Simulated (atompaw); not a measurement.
# Plane-wave convergence, PAW (atompaw) potential for Ho (Z = 67)

atompaw 4.2.0.5 input, output lines left out:

```
Ho 67
LDA-PW scalarrelativistic loggrid 2001 logderivrange -6 5 276
6 6 5 4 0 0
6 0 1.5
6 1 0
5 2 1
4 3 10
0 0 0
c
c
c
c
v
v
c
c
c
v
v
c
c
v
c
2
3.00 2.25 2.65 2.25
n
n
y
0.05
n
custom polynom2 7 10 vanderbiltortho sinc
3 0 troulliermartins
2.05
2.05
2.60
2.30
3.00
3.00
```

The pseudo-atom Hamiltonian at the reference potential is diagonalised in spherical Bessel functions j_l(qr) that vanish at 20 bohr, with q² up to the cutoff. All-electron valence levels (Ry): 5s -4.2400, 6s -0.5234, 5p -2.3804, 6p -0.2646, 5d -0.3878.

How do the lowest levels (Ry) of each channel move with the cutoff, and are there ghosts?

```tsv
cutoff (Ry)	s #1	s #2	s #3	s #4	p #1	p #2	p #3	d #1	d #2	f #1	f #2	Σ f·Δε (mRy)
8	-4.2200	-0.5206	-0.0982	0.0232	-2.3356	-0.2626	-0.0393	-0.3669	-0.0397	0.0209	0.1169	334.0
15	-4.2399	-0.5234	-0.1026	0.0145	-2.3771	-0.2650	-0.0401	-0.3855	-0.0415	0.0208	0.1167	22.1
25	-4.3662	-4.2399	-0.5234	-0.0990	-2.3792	-1.3250	-0.2646	-0.3873	-0.0417	0.0208	0.1163	7.6
40	-5.1566	-4.2399	-0.5234	-0.0990	-2.3801	-1.5236	-0.2646	-0.3876	-0.0417	0.0207	0.1162	2.3
55	-5.1754	-4.2400	-0.5234	-0.0990	-2.3803	-1.5361	-0.2646	-0.3877	-0.0417	0.0207	0.1161	1.0
80	-5.1791	-4.2400	-0.5234	-0.0990	-2.3804	-1.5388	-0.2646	-0.3878	-0.0417	0.0207	0.1161	0.3
400	-5.1794	-4.2400	-0.5234	-0.0990	-2.3804	-1.5393	-0.2646	-0.3878	-0.0417	0.0207	0.1161	0.0
```

Result: ghost states, extra bound levels that the all-electron valence spectrum of the same l lacks: s at -70.5 eV, p at -20.9 eV (a true bound ghost makes a file unfit for plane-wave use); 10 mRy is reached at 25 Ry and 1 mRy at 60 Ry.
